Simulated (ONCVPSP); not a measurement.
## Scattering properties, ONCV potential for Gd

```json
{
 "Element": "Gd (Z = 64)",
 "Generator": "ONCVPSP 4.0.1",
 "Type": "optimised norm-conserving Vanderbilt (ONCV)",
 "Functional": "PBEsol",
 "Relativity": "scalar-relativistic",
 "Frozen core": "[Kr] 4d10",
 "Valence charge": "18",
 "Reference configuration": "4f7 5s2 5p6 5d1 6s2",
 "Partial waves": "5s+6s: rc 2.45 bohr, ncon 3, nbas 7, qcut 4.4 1/bohr, 2 projectors; 5p: rc 2.20 bohr, ncon 4, nbas 8, qcut 7.8 1/bohr, 2 projectors, debl 1.2 Ha; 5d: rc 2.55 bohr, ncon 5, nbas 8, qcut 3.7 1/bohr, 2 projectors, debl 2.7 Ha; 4f: rc 1.50 bohr, ncon 5, nbas 9, qcut 10.9 1/bohr, 2 projectors, debl 3.2 Ha",
 "Local potential": "polynomial inside 1.15 bohr (lpopt 3, dvloc0 0 Ha)",
 "Core correction": "Teter function, fcfact 3.75, rcfact 1.75"
}
```

The phase is arctan(r·R′/R) of the radial function R(r), unwrapped; energies in Ha, scanned from -3 to 5 Ha. A pole is an energy at which the radial function vanishes at the test radius. The pseudo phase is shifted by a multiple of π to meet the all-electron one at the reference energy, and phase errors are pseudo minus all-electron; the curves can meet again beyond the range given. Levels narrower than the energy grid can be missing from the lists of poles.

**Question.** For each channel, where are the poles, and over which energies does the pseudopotential scatter like the atom?

**Answer.**

```json
{"channel": "s", "radius (bohr)": "2.48", "reference energy (Ha)": "-0.15", "poles, all-electron": "-1.74, 2.38", "poles, pseudo": "-1.74, 0.52, 2.46", "unbroken range about the reference energy with phases within 0.05 rad": "below 0.4", "phase error 1 Ha above the reference energy (rad)": "-3.117"}
{"channel": "p", "radius (bohr)": "2.23", "reference energy (Ha)": "-1.00", "poles, all-electron": "-0.58, 4.67", "poles, pseudo": "-0.58, 4.49", "unbroken range about the reference energy with phases within 0.05 rad": "the whole range", "phase error 1 Ha above the reference energy (rad)": "-0.000"}
{"channel": "d", "radius (bohr)": "2.59", "reference energy (Ha)": "-0.09", "poles, all-electron": "0.50, 4.20", "poles, pseudo": "0.50, 4.20", "unbroken range about the reference energy with phases within 0.05 rad": "the whole range", "phase error 1 Ha above the reference energy (rad)": "-0.000"}
{"channel": "f", "radius (bohr)": "1.52", "reference energy (Ha)": "-0.32", "poles, all-electron": "0.03", "poles, pseudo": "0.03", "unbroken range about the reference energy with phases within 0.05 rad": "the whole range", "phase error 1 Ha above the reference energy (rad)": "+0.001"}
```

Note: no bound ghost flagged; GHOST(+) flagged for s at 14.2 eV, p at 186.3 eV.

Phases in the s channel:

```json
{"E (Ha)": "-2.98", "all-electron": "1.321", "pseudo": "1.320"}
{"E (Ha)": "-2.76", "all-electron": "1.296", "pseudo": "1.295"}
{"E (Ha)": "-2.54", "all-electron": "1.258", "pseudo": "1.257"}
{"E (Ha)": "-2.32", "all-electron": "1.187", "pseudo": "1.186"}
{"E (Ha)": "-2.10", "all-electron": "0.958", "pseudo": "0.957"}
{"E (Ha)": "-1.88", "all-electron": "-1.115", "pseudo": "-1.115"}
{"E (Ha)": "-1.66", "all-electron": "-1.649", "pseudo": "-1.649"}
{"E (Ha)": "-1.44", "all-electron": "-1.763", "pseudo": "-1.764"}
{"E (Ha)": "-1.22", "all-electron": "-1.834", "pseudo": "-1.835"}
{"E (Ha)": "-1.00", "all-electron": "-1.902", "pseudo": "-1.902"}
{"E (Ha)": "-0.78", "all-electron": "-1.984", "pseudo": "-1.984"}
{"E (Ha)": "-0.56", "all-electron": "-2.100", "pseudo": "-2.100"}
{"E (Ha)": "-0.34", "all-electron": "-2.290", "pseudo": "-2.290"}
{"E (Ha)": "-0.12", "all-electron": "-2.638", "pseudo": "-2.637"}
{"E (Ha)": "0.10", "all-electron": "-3.228", "pseudo": "-3.233"}
{"E (Ha)": "0.32", "all-electron": "-3.815", "pseudo": "-3.842"}
{"E (Ha)": "0.54", "all-electron": "-4.157", "pseudo": "-6.763"}
{"E (Ha)": "0.76", "all-electron": "-4.343", "pseudo": "-7.451"}
{"E (Ha)": "0.98", "all-electron": "-4.453", "pseudo": "-7.576"}
{"E (Ha)": "1.20", "all-electron": "-4.526", "pseudo": "-7.654"}
{"E (Ha)": "1.42", "all-electron": "-4.579", "pseudo": "-7.709"}
{"E (Ha)": "1.64", "all-electron": "-4.619", "pseudo": "-7.751"}
{"E (Ha)": "1.86", "all-electron": "-4.652", "pseudo": "-7.784"}
{"E (Ha)": "2.08", "all-electron": "-4.679", "pseudo": "-7.812"}
{"E (Ha)": "2.30", "all-electron": "-4.704", "pseudo": "-7.837"}
{"E (Ha)": "2.52", "all-electron": "-4.727", "pseudo": "-7.860"}
{"E (Ha)": "2.74", "all-electron": "-4.750", "pseudo": "-7.882"}
{"E (Ha)": "2.96", "all-electron": "-4.772", "pseudo": "-7.905"}
{"E (Ha)": "3.18", "all-electron": "-4.797", "pseudo": "-7.928"}
{"E (Ha)": "3.40", "all-electron": "-4.824", "pseudo": "-7.955"}
{"E (Ha)": "3.62", "all-electron": "-4.857", "pseudo": "-7.988"}
{"E (Ha)": "3.84", "all-electron": "-4.900", "pseudo": "-8.030"}
{"E (Ha)": "4.06", "all-electron": "-4.959", "pseudo": "-8.090"}
{"E (Ha)": "4.28", "all-electron": "-5.050", "pseudo": "-8.187"}
{"E (Ha)": "4.50", "all-electron": "-5.216", "pseudo": "-8.379"}
{"E (Ha)": "4.72", "all-electron": "-5.587", "pseudo": "-8.876"}
{"E (Ha)": "4.94", "all-electron": "-6.399", "pseudo": "-9.883"}
```
